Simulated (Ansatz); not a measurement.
`BN([SiH](C)C)[SiH](C)C`, relaxed with RKS PBE0-D4/def2-TZVP in Ansatz 0.2.0 from a PBE-D4/def2-SVP geometry. The force threshold is 0.005 eV/Å; the program also tests the step.

The species carries charge 0 and has multiplicity 1.

Start:

```xyz
24

B    -0.958   -1.905    0.825
N    -0.114   -0.896    0.299
Si    1.006   -0.107    1.470
C     0.050    1.172    2.473
C     2.450    0.699    0.560
Si   -0.242   -0.328   -1.399
C    -0.841    1.464   -1.399
C    -1.397   -1.411   -2.414
H    -1.789   -2.465    0.131
H    -0.858   -2.216    2.004
H     1.540   -1.178    2.379
H    -0.788    0.691    3.016
H    -0.374    1.956    1.814
H     0.706    1.666    3.220
H     2.130    1.523   -0.109
H     3.006   -0.041   -0.050
H     3.155    1.126    1.304
H     1.138   -0.379   -2.006
H    -1.840    1.537   -0.923
H    -0.925    1.849   -2.437
H    -0.151    2.135   -0.848
H    -1.383   -1.060   -3.467
H    -1.080   -2.472   -2.399
H    -2.440   -1.359   -2.044
```

(1) By how much does the energy fall, and how many steps does the optimiser take? (An estimate is asked.)

(2) Which bonds change most? (Estimate.)

(3) Give the relaxed structure. (An estimate is asked.)

## Answers

(1) The calculation gave: 11.10 kJ/mol, in 9 steps.

(2) The calculation gave: N2–Si3 from 1.803 to 1.767 Å; N2–Si6 from 1.795 to 1.760 Å; B1–H9 from 1.219 to 1.199 Å; Si6–C7 from 1.890 to 1.869 Å.

(3) Ansatz gave: 
```xyz
24

B    -0.976   -1.843    0.823
N    -0.124   -0.859    0.292
Si    0.991   -0.111    1.441
C     0.076    1.133    2.488
C     2.415    0.703    0.547
Si   -0.243   -0.319   -1.379
C    -0.849    1.449   -1.421
C    -1.364   -1.414   -2.385
H    -1.799   -2.388    0.145
H    -0.881   -2.141    1.985
H     1.529   -1.191    2.309
H    -0.748    0.653    3.021
H    -0.341    1.935    1.873
H     0.741    1.584    3.229
H     2.095    1.520   -0.104
H     2.969   -0.015   -0.061
H     3.105    1.121    1.286
H     1.125   -0.366   -1.968
H    -1.853    1.520   -0.993
H    -0.893    1.816   -2.450
H    -0.196    2.120   -0.858
H    -1.336   -1.083   -3.427
H    -1.044   -2.457   -2.352
H    -2.399   -1.366   -2.040
```
